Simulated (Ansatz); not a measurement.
Correlation energies of H$_{4}$NO$_{3}$V, SMILES `[NH]=[V]([OH])([OH])[OH]` by basis set

```csv
atom,x (Å),y (Å),z (Å)
N1,-0.889,-1.086,-0.888
V2,0.000,-0.093,0.004
O3,1.708,-0.489,-0.321
O4,-0.448,-0.381,1.707
O5,-0.304,1.599,-0.408
H6,-1.389,-1.813,-1.380
H7,2.356,0.133,0.028
H8,-0.106,0.257,2.343
H9,-0.927,1.873,-1.085
```

Charge 0, multiplicity 1. Correlated methods include outer-core shells of V, which these sets cover unevenly. Scalar relativity is left out up to krypton. Geometry: relaxed with PBE0-D4/def2-TZVP. It is one conformer, not always the lowest. Frozen core, restricted reference, the Gaussian-basis code of Ansatz.

```json
{"basis": "def2-SVP", "HF (Eh)": "?", "MP2 corr.": "?", "CCSD corr.": "?", "(T)": "-0.07385", "CCSD(T) total": "?"}
{"basis": "def2-TZVPP", "HF (Eh)": "-1224.35499", "MP2 corr.": "-1.60694", "CCSD corr.": "-1.51249", "(T)": "-0.10026", "CCSD(T) total": "-1225.96774"}
{"basis": "def2-QZVPP", "HF (Eh)": "?", "MP2 corr.": "-1.71726", "CCSD corr.": "–", "(T)": "–", "CCSD(T) total": "–"}
```

Task: Fill in the withheld values. (An estimate is asked.)

Result: The calculation gave: def2-SVP HF (Eh): -1223.84821; def2-SVP MP2 corr.: -1.25020; def2-SVP CCSD corr.: -1.17176; def2-SVP CCSD(T) total: -1225.09382; def2-QZVPP HF (Eh): -1224.38526.
